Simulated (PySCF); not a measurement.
Calculated NMR parameters of C=Cc1cnn([SiH](C)C)c1

```
Formula                               : C7H12N2Si
SMILES                                : C=Cc1cnn([SiH](C)C)c1
InChI                                 : InChI=1S/C7H12N2Si/c1-4-7-5-8-9(6-7)10(2)3/h4-6,10H,1H2,2-3H3
Point group of the computed structure : Cs
Degrees of unsaturation               : 4
Carbon signals                        : 6
Proton signals                        : 7
```

Molfile (atoms numbered from 1):
```
C7H12N2Si
     RDKit          3D

 22 22  0  0  0  0  0  0  0  0999 V2000
    4.0508    0.5999    0.7137 C   0  0  0  0  0  0  0  0  0  0  0  0
    3.3848   -0.2654   -0.0413 C   0  0  0  0  0  0  0  0  0  0  0  0
    1.9477   -0.3278   -0.1702 C   0  0  0  0  0  0  0  0  0  0  0  0
    1.2176   -1.2415   -0.9684 C   0  0  0  0  0  0  0  0  0  0  0  0
   -0.0729   -1.0392   -0.8678 N   0  0  0  0  0  0  0  0  0  0  0  0
   -0.2351   -0.0083   -0.0197 N   0  0  0  0  0  0  0  0  0  0  0  0
   -1.8934    0.5052    0.3181 Si  0  0  0  0  0  4  0  0  0  0  0  0
   -2.7929   -0.9789    1.0802 C   0  0  0  0  0  0  0  0  0  0  0  0
   -2.6648    1.0236   -1.3338 C   0  0  0  0  0  0  0  0  0  0  0  0
    0.9602    0.4404    0.4157 C   0  0  0  0  0  0  0  0  0  0  0  0
    3.5473    1.3454    1.3055 H   0  0  0  0  0  0  0  0  0  0  0  0
    5.1260    0.5928    0.7660 H   0  0  0  0  0  0  0  0  0  0  0  0
    3.9231   -1.0025   -0.6243 H   0  0  0  0  0  0  0  0  0  0  0  0
    1.6022   -2.0224   -1.5958 H   0  0  0  0  0  0  0  0  0  0  0  0
   -1.7276    1.6262    1.2543 H   0  0  0  0  0  0  0  0  0  0  0  0
   -3.8448   -0.7632    1.2379 H   0  0  0  0  0  0  0  0  0  0  0  0
   -2.7221   -1.8404    0.4217 H   0  0  0  0  0  0  0  0  0  0  0  0
   -2.3645   -1.2616    2.0376 H   0  0  0  0  0  0  0  0  0  0  0  0
   -2.1638    1.8889   -1.7583 H   0  0  0  0  0  0  0  0  0  0  0  0
   -2.5902    0.2143   -2.0552 H   0  0  0  0  0  0  0  0  0  0  0  0
   -3.7147    1.2725   -1.2173 H   0  0  0  0  0  0  0  0  0  0  0  0
    1.0166    1.2616    1.1003 H   0  0  0  0  0  0  0  0  0  0  0  0
  1  2  2  0
  2  3  1  0
  3  4  1  0
  4  5  2  0
  5  6  1  0
  6  7  1  0
  7  8  1  0
  7  9  1  0
  6 10  1  0
 10  3  2  0
  1 11  1  0
  1 12  1  0
  2 13  1  0
  4 14  1  0
  7 15  1  0
  8 16  1  0
  8 17  1  0
  8 18  1  0
  9 19  1  0
  9 20  1  0
  9 21  1  0
 10 22  1  0
M  END
```

In vacuum, a single conformation, one averaged value for each set of equivalent atoms, non-relativistic Hamiltonian. Geometry: GFN2-xTB; GIAO PBE0/pcSseg-1 shieldings; PySCF.

Shifts are taken against calculated references (same method and geometry level): 1H (31.72 ppm) and 13C (186.93 ppm) and 29Si (349.16 ppm) against TMS; NH3 for 15N (267.73 ppm).

| carbon | δC, type | δH (multiplicity) | HMBC from (2–3 bonds) | span of the C tensor (ppm) |
| --- | --- | --- | --- | --- |
| C1 | 116.0, CH2 | H11 5.87 (m); H12 5.35 (m) | H13 | 204 |
| C2 | 135.4, CH | 6.78 (m) | H22, H14, H11, H12 | 229 |
| C3 | 127.7, C | – | H22, H14, H13, H11, H12 | 139 |
| C4 | 149.1, CH | 7.74 (m) | H22, H13 | 173 |
| C8/C9 | -0.7, CH3 | 0.49 (d) | H15, H16/H17/H18/H19/H20/H21 | 15 |
| C10 | 135.0, CH | 7.98 (m) | H14, H13, H15 | 165 |

Other nuclei:
```json
{"atoms": "H15", "nucleus": "1H", "environment": "hydrogen on a silicon bonded to 2 C, N", "δ (ppm)": "5.32", "σ (ppm)": "26.39"}
{"atoms": "Si7", "nucleus": "29Si", "environment": "silicon bonded to 2 C, N, H", "δ (ppm)": "-3.1", "σ (ppm)": "352.2"}
{"atoms": "N5", "nucleus": "15N", "environment": "pyridine-type nitrogen of an azole", "δ (ppm)": "348.7", "σ (ppm)": "-81.0"}
{"atoms": "N6", "nucleus": "15N", "environment": "pyrrole-type ring nitrogen", "δ (ppm)": "241.2", "σ (ppm)": "26.5"}
```

Carbon types of the structure: 1 × C, 3 × CH, 1 × CH2, 2 × CH3, leaving 1 H on heteroatoms. δC 149.1, 135.0: aromatic CH next to a ring nitrogen. δC 135.4: alkene CH; as expected for a trigonal carbon in a double bond. δC 127.7: substituted aromatic carbon. δC 116.0: terminal =CH2 carbon; the olefinic region. δC -0.7: methyl carbon bonded to Si; an electropositive neighbour leaves it electron-rich and shielded.

Shifts are as computed. Against solution values, carbons near 30 ppm lie about +3 ppm off and those near 130 ppm about +5 ppm. Of 1211 compounds with measured shifts, 218 miss one by over three times the rms of a fit or turn the order of signals round; such compounds aren't used in these exercises. Experimental scales use liquid or dissolved standards, which lie at an offset from isolated NH3 (liquid NH3: subtract about 20 ppm). Unscaled 15N shifts of sp2 nitrogen come out 20 to 40 ppm too high even then. Multiplicities follow the n + 1 count of equivalent neighbours, as no J values were calculated; m marks all less simple cases, F and P coupling included.
